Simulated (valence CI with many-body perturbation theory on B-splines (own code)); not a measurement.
Values are calculated unless marked as measured or tabulated.
# Ni XXII: what the settings do

Method: valence CI with perturbative core correlation (CI+MBPT): five valence electrons over a frozen Dirac-Fock core [He], a basis of 6 s, 6 p, 5 d, 3 f, 1 g functions for each j, with the one-electron correlation potential Σ1 (screened to all orders), the two-electron term Σ2, the three-electron term Σ3, Breit, model QED; selected single and double excitations, second order for the rest, scaled by the run's own slope (own B-spline code, finite nucleus).

No measured levels were compared; by estimate levels of excited configurations hold to 0.05 to 0.15 % of their energy, terms of the ground configuration to about 0.5 %. Among the levels kept, up to 4000 cm⁻¹ of a level comes from second order outside the variational space, and about a tenth of that is noise between levels of different J, which matters for small intervals.

The reference run has the lowest level 2s2 2p3 4S°_3/2 and an ionisation energy of 1879.37 eV. Its largest variational space holds 12686 state functions.

Names give the largest LS component (configuration and term), which can be under half, so a name can repeat, a term be missing and a line seem to break the LS rules; names also repeat where a configuration has a term twice.

Changed runs:
A. size limit of the variational space 10000 → 6000; orbitals per symmetry with explicit Σ2 and valence Breit (the others get mean screening factors) 5 → 1
B. size limit of the variational space 10000 → 1500; natural orbitals for correlation on → off
C. size limit of the variational space 10000 → 3000; second order for the rest on → off
D. scale of Σ1 1 → 0 (bad on purpose)

Excitation energies of the reference run in cm⁻¹, and shifts in cm⁻¹:

| Level | Reference | A | B | C | D |
| --- | --- | --- | --- | --- | --- |
| 2s2 2p3 2D°_3/2 | 157978 | +16 | +2198 | +388 | -61 |
| 2s2 2p3 2D°_5/2 | 209861 | +26 | +2716 | +3145 | -116 |
| 2s2 2p3 2P°_1/2 | 303363 | +158 | +2279 | +645 | -98 |
| 2s2 2p3 2P°_3/2 | 400646 | +89 | +2158 | +362 | -238 |
| 2s 2p4 4P_5/2 | 848201 | +76 | +1089 | +1233 | +1261 |
| 2s 2p4 4P_3/2 | 942970 | +104 | +1055 | +246 | +1163 |
| 2s 2p4 4P_1/2 | 967981 | +162 | +1365 | -2106 | +1160 |
| 2s 2p4 2D_3/2 | 1176980 | +172 | +6326 | +1405 | +1187 |
| 2s 2p4 2D_5/2 | 1204140 | +141 | +5993 | +2703 | +1135 |
| 2s 2p4 2S_1/2 | 1345770 | +313 | +7242 | -1537 | +1160 |
| 2s 2p4 2P_3/2 | 1400120 | +169 | +8532 | +1944 | +1167 |
| 2s 2p4 2P_1/2 | 1537510 | +253 | +8098 | -1408 | +1011 |
| Ionisation energy (eV) | 1879.37 | -0.03 | -0.47 | -0.54 | -0.27 |
